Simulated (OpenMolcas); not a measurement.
In: effect of the level shift or regulariser

```yaml
Program: OpenMolcas 26.06
Basis: ANO-RCC-VDZP [6s5p3d1f]
Scalar_Hamiltonian: DKH2, point nucleus
Active_space: 3 electrons in 4 orbitals (5s 5p)
State_averaging: 2S+1 = 4 odd, 1 root (0 in the spin-orbit step); 2S+1 = 2 odd, 3 roots; 2S+1 = 4 even, 3 roots; 2S+1 = 2 even, 5 roots
Spin-orbit_coupling: state interaction with AMFI integrals over the reference wave functions, term energies averaged over their components
```

Methods on the same reference wave functions:
A. CASSCF
B. SS-CASPT2, IPEA 0.25 Eh, imaginary shift 0.1 Eh (closed shells correlated: 4d)
C. SS-CASPT2, IPEA 0.25 Eh, sigma2 regulariser 0.3 Eh (closed shells correlated: 4d)

Energies in cm-1 above 5s2 5p 2P* 1/2, the measured ground level; measured values from NIST Handbook of Basic Atomic Spectroscopic Data.

| Level | A | B | C | Measured |
| --- | --- | --- | --- | --- |
| 5s2 5p 2P* 1/2 | 0.0 | 0.0 | 0.0 | 0.0 |
| 5s2 5p 2P* 3/2 | 2085 | 2090 | 2090 | 2213 |
| 5s 5p2 4P 1/2 | 26777 | 32760 | 32760 | 34978 |
| 5s 5p2 4P 3/2 | 27536 | 33510 | 33510 | 36021 |
| 5s 5p2 4P 5/2 | 28769 | 34730 | 34730 | 37452 |

Deviations, from unrounded energies. A percentage is the sum of absolute deviations over the sum of measured energies, with the sign that they share, or ± where signs differ.

| Against measurement | Levels | A | B | C |
| --- | --- | --- | --- | --- |
| mean absolute deviation (cm-1) | 4 | 6400 | 1900 | 1900 |
| fine structure of the ground term (%) | 1 | -5.8 | -5.8 | -5.8 |
| other configurations (%) | 3 | -23.4 | -6.9 | -6.9 |

B, C lie about equally close to measurement and A furthest from it. The largest miss of C in the table is 5s 5p2 4P 5/2, by -2700 cm-1. The ranking rests on the paired levels alone, and a cruder setting can come out closer through cancelling errors.

Between B and C no level of the table moves by more than 5 cm-1.

The lowest spin-free term lies below A's lowest term by 0.357 hartree in B, 0.357 hartree in C.

Some high roots are left out of the spin-orbit mixing, which shifts the levels that they would mix with. Terms of s pⁿ other than that of highest spin mix with s² pⁿ⁻² d, which this space lacks; all of them can be thousands of cm-1 off, and some have no real level of that name. Without dynamic correlation excited terms often stand tens of per cent too high (terms of higher spin than the ground term too low), and those without a measured partner can miss by more than the paired ones (holds for A). Computed and measured levels are paired by configuration, term and J; levels that our copy of the source lacks, or whose pairing is in doubt (as where it misses far off the trend of its configuration), stay unpaired and out of the deviations. Only configurations of the active space appear. The table leaves out levels that lie high or whose names do not pair safely across all columns.

* marks odd parity.
